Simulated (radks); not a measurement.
Problem. The mean radii <r> (bohr) of the occupied orbitals of an atom or ion are listed with their occupations. All-electron calculation, non-relativistic Kohn-Sham, PBE, spin-unpolarised, spherical densities, point nucleus. Program: a radial shooting solver on a logarithmic mesh with Libxc functionals.

orbital  occ.     <r>
1s          2  0.1989
2s          2  0.9324
6p          1   11.81

Name the element and its charge.

Solution. Z = 8, oxygen, charge +3: O3+ in [He] 2s2 6p1. The 1s radius gives Z: for a bare nucleus <r> = 1.5/Z, 0.1875 bohr for Z = 8, and screening makes it slightly larger (0.1989 here). The occupations add up to 5, and the charge is Z minus that.
